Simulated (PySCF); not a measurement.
PySCF input file for Zn(Et)(SH) anion (C2H6SZn), SMILES [CH2](C)[Zn][SH] (connectivity only; charge and spin as stated), charge -1, multiplicity 2, TPSSh-D3(BJ)/def2-SVPD. Coordinates come from a TPSSh-D3(BJ)/def2-SVPD optimisation. The spin state was assumed, not searched. The isomer is the one that the SMILES or the coordinates give; other isomers of the formula were not compared. The values are those of a single conformer.

```python
import numpy as np
from pyscf import gto, scf, dft, df
from pyscf.hessian import thermo

mol = gto.M(
    atom='''
    Zn   -0.57049874   -0.04732360    0.00000000
    C     0.78678430    1.49472910    0.00000000
    C     0.23271983    2.92062990   -0.00000000
    H     1.43472067    1.33672288   -0.88390392
    H     1.43472068    1.33672288    0.88390392
    H    -0.40516833    3.10186268    0.88178869
    H    -0.40516834    3.10186268   -0.88178869
    H     1.01649634    3.70697913   -0.00000001
    S     0.39016076   -2.24001651   -0.00000000
    H     1.67976439   -1.81633206    0.00000000
    ''',
    basis='def2-SVPD',
    charge=-1,
    spin=1,
    max_memory=1600,
    verbose=3,
)
mf = dft.UKS(mol, xc='tpssh').density_fit(auxbasis='def2-universal-jkfit')
mf.disp = 'd3bj'
mf.grids.level = 4
mf.conv_tol = 1e-11
mf.max_cycle = 100
mf.kernel()
fine, coarse = mf.grids, dft.Grids(mol).set(level=1).build(with_non0tab=True)
for _ in range(3):  # follow internal instabilities
    mf.grids = coarse
    mo, _, stable, _ = mf.stability(return_status=True, nroots=4)
    mf.grids = fine
    if stable:
        break
    mf.kernel(mf.make_rdm1(mo, mf.mo_occ))

# [left out here: the lines that compute and print the analytic Hessian (its translational invariance restored by hand, since the grid's response is missing), thermochemistry and intensities]
```

Log of the run:

```

WARN: HOMO -0.11379263284702 >= LUMO -0.113792632847015

converged SCF energy = -2257.05654638484  <S^2> = 0.75226612  2S+1 = 2.0022648
<class 'pyscf.df.df_jk.DFUKS'> wavefunction is stable in the internal stability analysis

WARN: MGGA Hessian is sensitive to dft grids. grids.level 4 may not be dense enough.


WARN: DFTD3 does not support analytical Hessian, using finite difference


WARN: Mole.unit (angstrom) is changed to Bohr

Mode                                 0                   1                   2
Irrep
Freq [cm^-1]                       30.8733             71.3879            191.1895
Reduced mass [au]                   2.2062              5.4273              1.0623
Force const [Dyne/A]                0.0012              0.0163              0.0229
Char temp [K]                      44.4198            102.7113            275.0791
Normal mode                   x     y     z       x     y     z       x     y     z
       0  Zn                -0.00 -0.00 -0.04   -0.07 -0.01  0.00   -0.00 -0.00 -0.00
       1   C                -0.00 -0.00 -0.12   -0.00 -0.06  0.00   -0.00  0.00 -0.04
       2   C                 0.00 -0.00  0.14    0.12 -0.02 -0.00    0.00  0.00  0.02
       3   H                -0.16  0.09 -0.25   -0.02 -0.12  0.00    0.05  0.05 -0.01
       4   H                 0.16 -0.09 -0.25   -0.02 -0.12 -0.00   -0.05 -0.05 -0.01
       5   H                 0.16 -0.09  0.27    0.14  0.04  0.00   -0.27 -0.14 -0.15
       6   H                -0.16  0.09  0.27    0.14  0.04 -0.00    0.27  0.14 -0.15
       7   H                 0.00 -0.00  0.07    0.19 -0.09 -0.00    0.00  0.00  0.38
       8   S                 0.00  0.00  0.06    0.08  0.05 -0.00    0.00 -0.00  0.03
       9   H                 0.00  0.00  0.04    0.04  0.18 -0.00    0.00 -0.00 -0.75
Mode                                 3                   4                   5
Irrep
Freq [cm^-1]                      210.1072            223.2064            253.4659
Reduced mass [au]                   3.6521              1.1423             18.5870
Force const [Dyne/A]                0.0950              0.0335              0.7036
Char temp [K]                     302.2975            321.1443            364.6810
Normal mode                   x     y     z       x     y     z       x     y     z
       0  Zn                -0.01 -0.02 -0.00    0.00 -0.00  0.02    0.03 -0.07  0.00
       1   C                -0.08  0.10  0.00   -0.00  0.00 -0.08   -0.05  0.01  0.00
       2   C                 0.07  0.16 -0.00    0.00  0.00  0.01    0.02  0.04 -0.00
       3   H                -0.08  0.06  0.01   -0.03  0.04 -0.11   -0.04  0.00  0.00
       4   H                -0.08  0.06 -0.01    0.03 -0.04 -0.11   -0.04  0.00 -0.00
       5   H                 0.10  0.25  0.00   -0.31 -0.16 -0.18    0.04  0.08  0.00
       6   H                 0.10  0.25 -0.00    0.31  0.16 -0.18    0.04  0.08 -0.00
       7   H                 0.17  0.06 -0.00    0.00  0.00  0.43    0.07 -0.01 -0.00
       8   S                 0.01 -0.07 -0.00   -0.00 -0.00 -0.02   -0.06  0.12 -0.00
       9   H                 0.04 -0.14  0.00    0.00 -0.00  0.59   -0.03  0.05  0.00
Mode                                 6                   7                   8
Irrep
Freq [cm^-1]                      421.3329            483.4659            539.6360
Reduced mass [au]                   2.7194              1.2077              1.1831
Force const [Dyne/A]                0.2844              0.1663              0.2030
Char temp [K]                     606.2042            695.5998            776.4161
Normal mode                   x     y     z       x     y     z       x     y     z
       0  Zn                 0.03  0.04  0.00    0.02  0.01  0.00   -0.00  0.00  0.01
       1   C                -0.18 -0.10  0.00   -0.08 -0.03  0.00   -0.00 -0.00 -0.11
       2   C                 0.00 -0.05 -0.00    0.00 -0.00 -0.00    0.00 -0.00 -0.00
       3   H                -0.19 -0.17  0.01   -0.07 -0.04  0.00    0.53  0.12  0.26
       4   H                -0.19 -0.17 -0.01   -0.07 -0.04 -0.00   -0.53 -0.12  0.26
       5   H                 0.03  0.05  0.00    0.02  0.05  0.00    0.14 -0.14  0.13
       6   H                 0.03  0.05 -0.00    0.02  0.05 -0.00   -0.14  0.14  0.13
       7   H                 0.13 -0.18 -0.00    0.07 -0.07 -0.00    0.00 -0.00  0.01
       8   S                 0.01  0.01 -0.00   -0.01 -0.04 -0.00    0.00  0.00 -0.00
       9   H                 0.13 -0.35 -0.00   -0.30  0.84 -0.00    0.00 -0.00  0.06
Mode                                 9                  10                  11
Irrep
Freq [cm^-1]                      888.9957            922.2562           1023.5318
Reduced mass [au]                   1.0623              1.1018              4.1709
Force const [Dyne/A]                0.4946              0.5522              2.5745
Char temp [K]                    1279.0669           1326.9213           1472.6344
Normal mode                   x     y     z       x     y     z       x     y     z
       0  Zn                 0.00  0.00 -0.00   -0.00  0.00 -0.00    0.00  0.00  0.00
       1   C                 0.00 -0.00  0.02   -0.01 -0.01  0.00    0.07 -0.19 -0.00
       2   C                -0.00  0.00 -0.06   -0.05 -0.07  0.00   -0.08  0.14  0.00
       3   H                -0.07 -0.47  0.05    0.18  0.46  0.04    0.13 -0.07  0.02
       4   H                 0.07  0.47  0.05    0.18  0.46 -0.04    0.13 -0.07 -0.02
       5   H                 0.17 -0.40  0.14    0.08  0.22  0.04   -0.06  0.24  0.00
       6   H                -0.17  0.40  0.14    0.08  0.22 -0.04   -0.06  0.24 -0.00
       7   H                 0.00 -0.00  0.25    0.32 -0.44  0.00   -0.01  0.07 -0.00
       8   S                -0.00 -0.00  0.00    0.00  0.00  0.00    0.00  0.00  0.00
       9   H                -0.00 -0.00 -0.01    0.01 -0.03  0.00    0.00 -0.01  0.00
Mode                                12                  13                  14
Irrep
Freq [cm^-1]                     1149.3811           1240.3071           1374.3771
Reduced mass [au]                   1.4605              1.3161              1.2155
Force const [Dyne/A]                1.1368              1.1929              1.3527
Char temp [K]                    1653.7035           1784.5257           1977.4226
Normal mode                   x     y     z       x     y     z       x     y     z
       0  Zn                -0.00  0.00 -0.00   -0.00 -0.00  0.00   -0.00 -0.00 -0.00
       1   C                -0.10 -0.09  0.00    0.00 -0.00  0.09   -0.01  0.00  0.00
       2   C                 0.10  0.03  0.00   -0.00  0.00 -0.11   -0.05  0.11  0.00
       3   H                 0.19  0.36  0.11   -0.09  0.48 -0.07    0.08 -0.05  0.06
       4   H                 0.19  0.36 -0.11    0.09 -0.48 -0.07    0.08 -0.05 -0.06
       5   H                -0.07 -0.25 -0.06    0.17 -0.27  0.07    0.09 -0.47  0.19
       6   H                -0.07 -0.25  0.06   -0.17  0.27  0.07    0.09 -0.47 -0.19
       7   H                -0.22  0.34  0.00    0.00 -0.00  0.20    0.36 -0.35  0.00
       8   S                 0.00 -0.00  0.00   -0.00  0.00 -0.00    0.00  0.00  0.00
       9   H                 0.00 -0.01  0.00   -0.00 -0.00  0.01    0.00 -0.00  0.00
Mode                                15                  16                  17
Irrep
Freq [cm^-1]                     1434.9821           1479.0017           1485.9144
Reduced mass [au]                   1.1014              1.0501              1.0413
Force const [Dyne/A]                1.3362              1.3533              1.3546
Char temp [K]                    2064.6197           2127.9541           2137.8999
Normal mode                   x     y     z       x     y     z       x     y     z
       0  Zn                -0.00 -0.00 -0.00   -0.00 -0.00  0.00   -0.00 -0.00  0.00
       1   C                -0.06  0.06  0.00    0.02  0.00  0.00    0.00  0.00 -0.02
       2   C                -0.01 -0.03  0.00    0.05  0.03  0.00    0.00  0.00 -0.05
       3   H                 0.45 -0.28  0.40   -0.04 -0.00 -0.03    0.02 -0.04  0.00
       4   H                 0.45 -0.28 -0.40   -0.04 -0.00  0.03   -0.02  0.04  0.00
       5   H                -0.04  0.10 -0.05   -0.51 -0.04 -0.37    0.23  0.43  0.05
       6   H                -0.04  0.10  0.05   -0.51 -0.04  0.37   -0.23 -0.43  0.05
       7   H                -0.01 -0.02 -0.00    0.28 -0.26 -0.00    0.00 -0.00  0.69
       8   S                -0.00 -0.00  0.00    0.00  0.00 -0.00    0.00  0.00 -0.00
       9   H                -0.00  0.00  0.00    0.00 -0.00 -0.00   -0.00 -0.00 -0.00
Mode                                18                  19                  20
Irrep
Freq [cm^-1]                     2638.1123           2928.0137           2970.4469
Reduced mass [au]                   1.0386              1.0563              1.0568
Force const [Dyne/A]                4.2588              5.3357              5.4940
Char temp [K]                    3795.6562           4212.7598           4273.8118
Normal mode                   x     y     z       x     y     z       x     y     z
       0  Zn                -0.00  0.00 -0.00   -0.00 -0.00  0.00   -0.00  0.00  0.00
       1   C                 0.00 -0.00  0.00   -0.01  0.00 -0.00   -0.06  0.02 -0.00
       2   C                -0.00 -0.00  0.00    0.03  0.05  0.00    0.00 -0.01  0.00
       3   H                 0.00  0.00  0.00    0.07 -0.02 -0.12    0.37 -0.10 -0.55
       4   H                 0.00  0.00 -0.00    0.07 -0.02  0.12    0.37 -0.10  0.55
       5   H                -0.00 -0.00 -0.00    0.13 -0.01 -0.16   -0.07  0.02  0.09
       6   H                -0.00 -0.00  0.00    0.13 -0.01  0.16   -0.07  0.02 -0.09
       7   H                -0.00 -0.00  0.00   -0.66 -0.62  0.00    0.12  0.11  0.00
       8   S                -0.03 -0.01 -0.00    0.00  0.00 -0.00    0.00 -0.00 -0.00
       9   H                 0.93  0.31  0.00    0.00 -0.00 -0.00    0.00 -0.00 -0.00
Mode                                21                  22                  23
Irrep
Freq [cm^-1]                     3012.7216           3016.8041           3053.8548
Reduced mass [au]                   1.1014              1.0774              1.1016
Force const [Dyne/A]                5.8902              5.7774              6.0530
Char temp [K]                    4334.6356           4340.5094           4393.8172
Normal mode                   x     y     z       x     y     z       x     y     z
       0  Zn                -0.00  0.00  0.00   -0.00 -0.00 -0.00    0.00 -0.00 -0.00
       1   C                -0.00  0.00  0.08    0.01 -0.00 -0.00    0.00 -0.00 -0.02
       2   C                 0.00 -0.00 -0.02    0.08 -0.00  0.00    0.00  0.00 -0.08
       3   H                 0.38 -0.09 -0.51   -0.04  0.01  0.06   -0.10  0.03  0.14
       4   H                -0.38  0.09 -0.51   -0.04  0.01 -0.06    0.10 -0.03  0.14
       5   H                -0.11  0.03  0.14   -0.36  0.10  0.53   -0.38  0.10  0.51
       6   H                 0.11 -0.03  0.14   -0.36  0.10 -0.53    0.38 -0.10  0.51
       7   H                -0.00 -0.00 -0.01   -0.19 -0.20  0.00   -0.00 -0.00 -0.02
       8   S                 0.00  0.00 -0.00   -0.00  0.00  0.00   -0.00 -0.00  0.00
       9   H                 0.00  0.00  0.00    0.00  0.00 -0.00   -0.00  0.00 -0.00
temperature 298.1500 [K]
pressure 101325.00 [Pa]
Rotational constants [GHz] 11.16618 1.51906 1.35976
Symmetry number 1
Zero-point energy (ZPE) 0.07072 [Eh]   185680.559 [J/mol]
                           tot       elec      trans        rot        vib
Entropy [J/mol/K]       373.634      5.763    169.211    113.116     85.544
Cv [J/mol/K]             96.879      0.000     12.472     12.472     71.935
Cp [J/mol/K]            105.193      0.000     20.786     12.472     71.935
Internal energy [J/mol]                      3718.434   3718.434 198059.560
Internal energy [Eh]   -2256.97828  -2257.05655
Enthalpy [J/mol]                             6197.391   3718.434 198059.560
Enthalpy [Eh]          -2256.97733
Gibbs free energy [J/mol]                  -44252.870 -30006.977 172554.659
Gibbs free energy [Eh] -2257.01976
mode   freq/cm-1   IR/(km/mol)
   1       30.87         0.175
   2       71.39         3.565
   3      191.19        11.661
   4      210.11         3.273
   5      223.21         1.903
   6      253.47        56.265
   7      421.33        45.915
   8      483.47         8.009
   9      539.64         0.527
  10      889.00         2.170
  11      922.26         6.903
  12     1023.53         7.442
  13     1149.38         7.344
  14     1240.31         0.098
  15     1374.38         7.317
  16     1434.98         1.529
  17     1479.00         0.167
  18     1485.91         4.970
  19     2638.11        53.455
  20     2928.01       208.006
  21     2970.45       101.873
  22     3012.72        26.116
  23     3016.80        47.135
  24     3053.85        83.957
max |gradient| / (hartree/bohr): 2.8139340962051422e-05
APT charges: [ 0.1634 -0.1127  0.1642 -0.1107 -0.1107 -0.0487 -0.0487 -0.1407 -0.6835
 -0.0719]
```

Self-consistency was reached.
